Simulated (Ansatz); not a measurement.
```xyz
10

O    -0.570   -2.084    0.843
Ge   -0.917   -0.526    0.047
C     0.633    0.092   -1.025
Si    0.443    1.294    0.425
H    -0.733   -2.042    1.788
H    -2.289   -0.547   -0.638
H     1.496   -0.571   -0.991
H     0.441    0.456   -2.031
H     0.002    2.674    0.112
H     1.496    1.254    1.468
```

Total charge 0; spin multiplicity 1.

List the PBE0/def2-TZVPP orbital energies in eV (the Gaussian-basis code of Ansatz). (An estimate is asked.)

Computed: Occupied: -10860.13, -1802.73, -1358.36, -1208.18, -1208.17, -1208.15, -522.53, -278.01, -171.12, -145.07, -120.93, -120.91, -120.89, -99.74, -99.71, -99.71, -33.90, -33.76, -33.73, -33.71, -33.67, -27.40, -19.71, -15.21, -14.40, -12.68, -11.88, -10.95, -10.13, -9.87, -9.09, -7.71, -6.57. Lowest empty: -0.53, -0.16, 0.62, 1.14, 1.37, 1.92, 2.63, 3.04.
